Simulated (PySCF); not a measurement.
C5H3F3O.
Atom-mapped SMILES: `[O:1]=[C:2]1[CH:3]=[C:4]([C:5]([F:6])([F:7])[F:8])[CH2:9]1`

Cartesian coordinates in Å at the GFN2-xTB level; atoms count from 1:
```xyz
12
C5H3F3O angstrom
O     -2.913    0.375    0.683
C     -1.761    0.252    0.419
C     -0.523    1.066    0.593
C      0.225    0.117    0.013
C      1.680   -0.005   -0.289
F      1.908   -0.138   -1.606
F      2.223   -1.082    0.303
F      2.379    1.060    0.121
C     -0.908   -0.849   -0.255
H     -0.311    2.031    1.015
H     -0.863   -1.795    0.281
H     -1.135   -1.033   -1.304
```

Probes without a nucleus sit at each ring's centroid and 1 Å off its mean plane on both sides; NICS is minus the shielding there, NICSzz its component along the normal. Level: GIAO PBE0/pcSseg-1 (PySCF, non-relativistic, gas phase) on the GFN2-xTB geometry, one conformer.

Ring bond lengths (Å), with Mayer bond orders in brackets: C2–C3 1.491 (0.95), C3–C4 1.341 (1.65), C4–C9 1.513 (1.01), C9–C2 1.548 (0.94).

Question: Give the NICS values of each ring in ppm.

Answer: 
```json
{"ring": "C2–C3–C4–C9", "type": "4-membered carbocycle; formal bonds 1 double, 3 single", "NICS(0)": "5.1", "NICS(1), two faces": "-2.2 / -2.3", "NICS(1)zz, two faces": "1.3 / 1.3", "rms pucker (Å)": "0.00", "centre to ring atoms, mean (Å)": "1.04"}
```

Question: What can be read from them?

Answer: 
- C2–C3–C4–C9: mean NICS(1)zz 1.3 ppm, near zero. C9 has four or more neighbours, so the value isn't read as a sign of a π ring current. NICS(0) lies 7 ppm above the mean NICS(1).

Question: What field does 14.1 T along the ring normal induce along that normal at the second NICS(1) probe listed for ring C2–C3–C4–C9, 1 Å off the ring?

Answer: NICSzz × B0 = 1.3 ppm × 14.1 T = 18 μT, along the applied field.

Question: What are the shieldings of the ring atoms and their hydrogens in the same run (means over atoms taken as equivalent)?

Answer: 
```json
{"atoms": "C2", "environment": "ketone carbonyl carbon", "σ isotropic (ppm)": "1.0", "principal values of the symmetric part, first atom (ppm)": "-94.7, 1.9, 95.6"}
{"atoms": "C3", "environment": "alkene CH carbon", "σ isotropic (ppm)": "37.1", "principal values of the symmetric part, first atom (ppm)": "-55.7, 45.6, 121.2"}
{"atoms": "C4", "environment": "fully substituted alkene carbon", "σ isotropic (ppm)": "17.7", "principal values of the symmetric part, first atom (ppm)": "-114.3, 21.0, 146.4"}
{"atoms": "C9", "environment": "sp3 carbon next to a carbonyl", "σ isotropic (ppm)": "135.2", "principal values of the symmetric part, first atom (ppm)": "103.3, 146.3, 156.0"}
{"atoms": "H10", "environment": "vinylic hydrogen", "σ isotropic (ppm)": "25.20", "principal values of the symmetric part, first atom (ppm)": "23.4, 23.9, 28.3"}
{"atoms": "H11 (×2)", "environment": "methylene hydrogen", "σ isotropic (ppm)": "28.19", "principal values of the symmetric part, first atom (ppm)": "25.1, 27.7, 31.8"}
```
